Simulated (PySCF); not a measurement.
**Ne⁺ (neon, charge +1) across methods**

[He] 2s1 2p5 3d1, one real determinant (an excited configuration). Computed with PySCF 2.14 in aug-cc-pCVTZ-DK with one added diffuse shell each of s, p, d, f type (8s7p5d3f, 75 functions), with scalar relativity by spin-free X2C-1e.

```csv
method,E (hartree),mean ε 2p α (eV),mean ε 2p β (eV),mean ε 3d α (eV),Σ⟨r²⟩ (bohr²),⟨S²⟩
UHF,-125.69736,-61.132,-51.612,-4.712,17.48,3.753
r2SCANh,-126.0614,-50.450,-44.813,-3.232,18.40,3.752
TPSS,-126.1457,-48.244,-43.547,-3.167,18.78,3.751
LDA,-125.3862,-47.790,-43.175,-2.896,17.59,3.751
PBE0,-126.0252,-51.352,-45.719,-3.637,17.86,3.751
r2SCAN,-126.0719,-49.214,-43.932,-3.067,18.74,3.752
wB97X-V,-126.0716,-53.488,-48.431,-5.105,17.69,3.751
HSE06,-126.0383,-50.910,-45.326,-3.275,17.91,3.751
PBE,-126.0505,-47.825,-43.278,-3.197,18.13,3.751
```

⟨L²⟩ = 7.95 against 12 for a pure F term, so this real determinant mixes terms. The outer electron is Rydberg-like, and this basis confines it to a smaller radius and binds it less than a complete one would.
